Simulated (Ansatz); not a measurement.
**Question.** Name a neutral molecule of C, F, Si and H with HOMO–LUMO gap (PBE/def2-TZVPP) between 6.50 and 6.80 eV and size of the dipole moment (ωB97M-V/def2-TZVPP) between 1.60 and 1.90 D (Ansatz, PBE0-D4/def2-TZVP geometry).

**Answer.** `F[SiH2]CC[SiH3]` (6.52 eV, 1.66 D). Other molecules can fit too; these were computed, each in one conformer that needn't be the lowest.
